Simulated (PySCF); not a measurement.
A PySCF script (with the pyscf-properties extension) for the NMR shieldings of SMILES C[NH+](C)[AlH2-][CH2]CC(F)F, C5H14AlF2N, on a GFN2-xTB geometry:

```python
import basis_set_exchange as bse
import numpy as np
from pyscf import gto, dft
from pyscf.prop import nmr

atoms = """
C     2.398807    1.082741   -0.882504
N     1.376515    0.607256    0.037776
C     1.932699   -0.247581    1.075402
Al    0.025505   -0.449643   -1.120432
C    -1.284120   -1.405353    0.107651
C    -2.252151   -0.633765    1.014319
C    -2.555264    0.715977    0.395355
F    -2.983184    0.594902   -0.878089
F    -1.403145    1.453759    0.330592
H     2.838203    0.221239   -1.383998
H     3.184273    1.648648   -0.372956
H     1.925034    1.706290   -1.638772
H     0.940523    1.417716    0.471549
H     2.769273    0.227843    1.597070
H     1.154130   -0.499983    1.792961
H     2.276675   -1.170172    0.606911
H    -0.369805    0.693167   -2.096729
H     1.051840   -1.501157   -1.658793
H    -0.832717   -2.215851    0.696781
H    -1.893789   -1.938217   -0.642649
H    -3.200202   -1.158977    1.165375
H    -1.808455   -0.442926    1.994515
H    -3.295400    1.321072    0.944619
"""
names = dict.fromkeys(["C", "N", "Al", "F", "H"], "pcSseg-1")
basis = {el: gto.basis.parse(bse.get_basis(n, elements=[el], fmt="nwchem")) for el, n in names.items()}
mol = gto.M(atom=atoms, basis=basis, charge=0, verbose=0)
mf = dft.RKS(mol, xc="PBE0")
mf.grids.level = 2
mf.grids.alignment = dft.numint.BLKSIZE   # the property module wants whole blocks of grid points
mf.conv_tol = 1e-9
mf.kernel()

calc = nmr.RKS(mf)   # GIAO
C = mf.mo_coeff
Co = C[:, mf.mo_occ > 0]
resp = mf.gen_response(singlet=True, hermi=2)
def vind(x):   # induced exchange potential for any number of trial vectors
    d = np.einsum("pi,xij,qj->xpq", C, 2 * x.reshape(-1, C.shape[1], Co.shape[1]), Co, optimize=True)
    return np.einsum("xpq,pi,qj->xij", resp(d - d.transpose(0, 2, 1)), C, Co, optimize=True).ravel()
mo1, _ = nmr.rhf.solve_mo1(calc, with_cphf=vind)
sigma = calc.kernel(mo1)
for i, s in enumerate(sigma):   # ppm
    print("%2d %-2s %9.2f" % (i, mol.atom_pure_symbol(i), np.trace(s) / 3))
```

Question: What does it print?

Answer: 
```
 0 C     148.43
 1 N     226.37
 2 C     148.06
 3 Al    402.13
 4 C     185.62
 5 C     151.26
 6 C      62.61
 7 F     308.10
 8 F     310.85
 9 H      28.97
10 H      29.50
11 H      28.52
12 H      29.91
13 H      29.44
14 H      28.90
15 H      28.97
16 H      27.67
17 H      27.94
18 H      31.27
19 H      31.41
20 H      29.32
21 H      30.11
22 H      25.36
```

These numbers come from an equivalent density-fitted implementation of the same equations, which agrees with the script to about 0.01 ppm for H and up to a few tenths of a ppm for heavy atoms, so last digits may differ.

Size and cost of the density-fitted run: 230 basis functions, 93 s wall time on 1 thread of an Arm Neoverse N1, shared host; peak memory 1.1 GiB.
